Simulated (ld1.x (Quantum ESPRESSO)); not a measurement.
## Sb (Z = 51): one change to a TM potential, before and after

ld1.x (Quantum ESPRESSO) 7.5 input, shortened:

```
&input
   title='Sb', zed=51., rel=1, dft='PBESOL', iswitch=3,
   config='[Kr] 4d10 5s2 5p3'
 /
 &inputp
   pseudotype=2, tm=.true., lloc=-2, rcloc=2.15,
   nlcc=.true., new_core_ps=.true., rcore=0.85
 /
3
5S  1  0   2.00   0.00  2.00  2.00  0.0
5P  2  1   3.00   0.00  2.55  2.55  0.0
4D  3  2  10.00   0.00  1.30  1.30  0.0
 &test
   configts(1)='4d10 5s2 5p3'
 /
```

All-electron outer shells of the reference configuration (PBEsol, scalar-relativistic, ld1.x):

```csv
shell,level (eV),outermost node (bohr),outermost maximum (bohr)
4s,-148.62,0.39,0.73
4p,-101.63,0.39,0.76
4d,-33.45,0.38,0.84
5s,-12.88,0.95,1.90
5p,-4.84,1.04,2.35
```

Change: core correction none.

Cutoffs: the cutoffs (Ry, on a coarse ladder) from which the occupation-weighted sum of valence levels, in a spherical-Bessel basis at the reference potential, stays within 10 and 1 mRy of its value at 400 Ry; they do not see the model core or the augmentation charge, which bear on the density cutoff. Errors are all-electron minus pseudo energies relative to the spin-unpolarised reference configuration.

Problem. Predict the effect on cutoff, ghosts and configuration errors.

Solution. The potential gets neither clearly harder nor softer (100 Ry and 160 Ry → 100 Ry and 160 Ry); of the 7 tests that both files solve, the error grows in 2 and shrinks in 1 by more than 15 % and 0.3 meV (median size 1.4 → 2.5 meV); neither file shows a bound ghost.

| quantity | base | changed |
| --- | --- | --- |
| cutoff, loose | 100 Ry | 100 Ry |
| cutoff, tight | 160 Ry | 160 Ry |
| bound ghosts | none | none |
| error for 4d10 5s2 5p2, meV [ΔE 8.34 eV] | -0.4 | -0.7 |
| error for 4d10 5s2 5p1, meV [ΔE 24.36 eV] | -1.4 | -2.5 |
| error for 4d10 5s2 5p0, meV [ΔE 48.80 eV] | -18 | -16 |
| error for 4d10 5s1 5p0, meV [ΔE 93.13 eV] | -46 | -5.4 |
| error for 4d10 5s1 5p4, meV [ΔE 8.14 eV] | -0.8 | +0.7 |
| error for 4d10 5s2 5p2.5, meV [ΔE 3.27 eV] | -0.4 | -0.5 |
| error for 4d10 5s1 5p3, meV [ΔE 17.11 eV] | +3.8 | +5.8 |
| s: phases at 2.75 bohr within 0.05 rad from the reference energy up to (Ry; the scan ends near 5) | 1.8 | 1.8 |
| p: phases at 2.75 bohr within 0.05 rad from the reference energy up to (Ry; the scan ends near 5) | 2.3 | 2.3 |
| d: phases at 2.75 bohr within 0.05 rad from the reference energy up to (Ry; the scan ends near 5) | 0.1 | 0.1 |
